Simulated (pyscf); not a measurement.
## H₃C–BH–F (SMILES CBF), singlet

Gas-phase minimum from PySCF at ωB97X-D3(BJ)/def2-SVP, one conformer. 

SMILES: CBF
```xyz
7

C     -0.3616     0.3002     0.4000
B     -0.5246    -0.8128    -0.6886
F      0.4199    -1.0014    -1.6086
H     -1.2545     0.9485     0.4144
H      0.5386     0.9188     0.2675
H     -0.3239    -0.1774     1.3956
H     -1.4851    -1.5527    -0.7535
```
Charge 0, spin multiplicity 1.

Bond lengths (Å): C1–B2 1.565, C1–H4 1.104, C1–H5 1.100, C1–H6 1.105, B2–F3 1.332, B2–H7 1.214. Angles (°): B2–C1–H4 110.0, B2–C1–H5 113.7, B2–C1–H6 108.8, H4–C1–H5 109.5, H4–C1–H6 105.7, H5–C1–H6 108.9, C1–B2–F3 120.5, C1–B2–H7 123.6, F3–B2–H7 116.0.

Properties at ωB97X-D3(BJ)/def2-SVP:

```json
{
  "harmonic_wavenumbers_unscaled": "51, 398, 623, 787, 1005, 1026, 1126, 1297, 1383, 1441, 1456, 2618, 3059, 3141, 3181 cm⁻¹",
  "zero_point_energy": "32.3 kcal/mol",
  "rotational_symmetry_number": "1",
  "Entropy of this conformer at 298 K and 1 atm, rigid rotor and harmonic oscillator, modes under 100 cm⁻¹ raised to 100": "271.5 J/(mol K)",
  "dipole_moment": "1.22 D"
}
```

Single-point totals, which compare only within one level (frozen core for MP2 and CC):

```csv
level,total energy (hartree)
ωB97X-D3(BJ)/def2-TZVP,-165.38007
PBE/def2-TZVP,-165.12642
r²SCAN/def2-TZVP,-165.24077
B3LYP-D3(BJ)/def2-TZVP,-165.34478
PBE0-D3(BJ)/def2-TZVP,-165.14517
M06-2X/def2-TZVP,-165.26047
ωB97M-D3(BJ)/def2-TZVP,-165.36330
HF/def2-TZVPP,-164.44913
MP2/def2-TZVPP,-164.97789
CCSD/def2-TZVPP,-165.00315
CCSD(T)/def2-TZVPP,-165.02059
```

Soft torsions are taken as harmonic, which can shift the entropy by several J/(mol K). The CCSD(T) − MP2 part came from Ansatz, without density fitting, on the same reference.
